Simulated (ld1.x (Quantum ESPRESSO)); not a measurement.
**Scattering properties, PAW potential for hafnium (Hf)**

hafnium (Hf), PAW, made with ld1.x (Quantum ESPRESSO) 7.5 (LDA (PZ), scalar-relativistic). Core [Kr] 4d10 4f14, reference 5s2 5p6 5d2 6s2 6p0. Waves: 5s (bound): rcut 1.45, rcutus 1.70 bohr; 6s (bound): rcut 1.45, rcutus 1.70 bohr; 5p (bound): rcut 2.50, rcutus 2.65 bohr; 6p (bound, empty): rcut 2.50, rcutus 2.65 bohr; 5d (bound): rcut 2.40, rcutus 2.90 bohr; 5d channel at 0.4 Ry: rcut 2.40, rcutus 2.90 bohr. Local part: all-electron potential smoothed inside 2.30 bohr (lloc = -1). Core correction: Bessel-smoothed model core inside 1.45 bohr. Augmentation charge: BESSEL, radius 1.10 bohr.

The phase is arctan(r·u′/u) with u = r·R(r), unwrapped; energies in Ry, scanned from -7 to 5 Ry. A pole is an energy at which the radial function vanishes at the test radius. The pseudo phase is shifted by a multiple of π to meet the all-electron one at the reference energy, and phase errors are pseudo minus all-electron; the curves can meet again beyond the range given. Levels narrower than the energy grid can be missing from the lists of poles.

```
channel  radius (bohr)  reference energy (Ry)  poles, all-electron       poles, pseudo  unbroken range about the reference energy with phases within 0.05 rad  phase error 1 Ry above the reference energy (rad)
      s           3.13                  -0.39          -4.92, 1.09         -4.92, 1.08                                                              below 3.0                                             -0.001
      p           3.13                  -0.11          -2.59, 2.31  -4.22, -2.59, 0.92                                                            -2.6 to 0.1                                             -0.356
      d           3.13                  -0.21           0.20, 4.51          0.20, 3.82                                                              below 1.7                                             -0.000
```

The ghost test of this file was not conclusive. Its overlap operator is not positive definite in a basis up to 400 Ry (lowest eigenvalue p -0.83), so the file is unfit for use: the generalised eigenproblem breaks down once the basis is large enough, and its test numbers describe a broken file.

Phases in the p channel:

| E (Ry) | all-electron | pseudo |
| --- | --- | --- |
| -7.00 | 1.445 | 4.593 |
| -6.74 | 1.442 | 4.591 |
| -6.48 | 1.439 | 4.590 |
| -6.22 | 1.436 | 4.588 |
| -5.96 | 1.433 | 4.588 |
| -5.70 | 1.429 | 4.588 |
| -5.44 | 1.425 | 4.589 |
| -5.18 | 1.421 | 4.593 |
| -4.92 | 1.416 | 4.603 |
| -4.66 | 1.411 | 4.629 |
| -4.40 | 1.405 | 1.600 |
| -4.14 | 1.399 | 0.855 |
| -3.88 | 1.391 | 1.254 |
| -3.62 | 1.381 | 1.296 |
| -3.36 | 1.369 | 1.303 |
| -3.10 | 1.349 | 1.291 |
| -2.84 | 1.295 | 1.234 |
| -2.58 | -1.600 | -1.613 |
| -2.32 | -1.753 | -1.784 |
| -2.06 | -1.787 | -1.819 |
| -1.80 | -1.813 | -1.845 |
| -1.54 | -1.841 | -1.872 |
| -1.28 | -1.874 | -1.904 |
| -1.02 | -1.917 | -1.945 |
| -0.76 | -1.978 | -2.002 |
| -0.50 | -2.073 | -2.088 |
| -0.24 | -2.237 | -2.241 |
| 0.02 | -2.568 | -2.577 |
| 0.28 | -3.225 | -3.415 |
| 0.54 | -3.909 | -4.257 |
| 0.80 | -4.263 | -4.615 |
| 1.06 | -4.438 | -4.811 |
| 1.32 | -4.538 | -4.975 |
| 1.58 | -4.603 | -5.170 |
| 1.84 | -4.651 | -5.473 |
| 2.10 | -4.688 | -6.001 |
| 2.36 | -4.718 | -6.651 |
| 2.62 | -4.746 | -7.084 |
| 2.88 | -4.771 | -7.316 |
| 3.14 | -4.797 | -7.450 |
| 3.40 | -4.825 | -7.536 |
| 3.66 | -4.856 | -7.595 |
| 3.92 | -4.893 | -7.638 |
| 4.18 | -4.943 | -7.672 |
| 4.44 | -5.013 | -7.699 |
| 4.70 | -5.128 | -7.720 |
| 4.96 | -5.349 | -7.739 |
